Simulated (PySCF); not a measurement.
## Gas-phase XPS of GeCl3(NHEt), computed

Compound: GeCl3(NHEt), C2H6Cl3GeN.
Cartesian coordinates in Å at the PBE0-D3(BJ)/def2-SVP level; atoms count from 1:
```xyz
13
C2H6Cl3GeN angstrom
Ge     0.4026    1.3695    1.2582
Cl     0.4184    1.5285    3.3858
Cl     2.4466    1.3894    0.5857
Cl    -0.5165    3.0747    0.3609
N     -0.5449   -0.0820    0.8163
C     -0.8302   -0.4365   -0.5636
C      0.2660   -1.2265   -1.2601
H     -0.4497   -0.8652    1.4562
H     -1.7789   -0.9999   -0.5848
H     -1.0330    0.4979   -1.1131
H      1.2036   -0.6516   -1.3023
H     -0.0278   -1.4821   -2.2899
H      0.4744   -2.1682   -0.7271
```

The calculation used delta-SCF UKS SCAN, pcX-2 on the ionised atom, pcseg-1 elsewhere, spin-free X2C in PySCF 2.14.0. These are vertical core ionisation energies against the vacuum level, from separate self-consistent calculations with and without the core hole.

Task: Give the core binding energies atom by atom.

Result: 
```tsv
atom(s)	environment	level	binding energy (eV)	2p1/2 (eV)	above the level's lowest (eV)	count
Cl2/Cl3/Cl4	chlorine bonded to Ge	Cl 1s	2828.73	–	0.00	3
N5	nitrogen bonded to C, Ge and H	N 1s	405.18	–	0.00	1
C6	carbon bonded to C, N and 2 H	C 1s	292.09	–	+1.17	1
C7	carbon bonded to C and 3 H	C 1s	290.92	–	0.00	1
Cl2/Cl3/Cl4	chlorine bonded to Ge	Cl 2p3/2	206.13	207.78	0.00	3
```

Lowest listed C 1s: C7, bonded to C and 3 H. Highest, 1.17 eV above it: C6, bonded to N, C and 2 H.

Task: What is the longest wavelength that can ionise Cl 1s of Cl2 (atom 2)/Cl3/Cl4 vertically?

Result: λ = hc/E = 12398.42 eV Å / 2828.73 eV = 4.383 Å.

Task: Which effective nuclear charge Zeff reproduces each element's mean 1s value in the hydrogen-like formula E = 13.606 eV × Zeff²?

Result: C (Z = 6): mean 291.5 eV, Zeff = 4.63, Z − Zeff = 1.37; N (Z = 7): mean 405.2 eV, Zeff = 5.46, Z − Zeff = 1.54; Cl (Z = 17): mean 2828.7 eV, Zeff = 14.42, Z − Zeff = 2.58. Means run over the listed sites, weighted by atom count.

Topologically equivalent atoms share the value of their first member; where this conformer doesn't relate them by symmetry, their own values could differ. The 2p values add to the ΔSCF energy of one spin-free hole a correction within the shell (spin–orbit coupling, ligand field). 2p1/2 minus 2p3/2 (ligand field included): Cl 1.65 eV. No level of germanium is listed. One conformer (not necessarily the lowest) at the PBE0-D3(BJ)/def2-SVP geometry, without solvent, vibrations or thermal averaging.
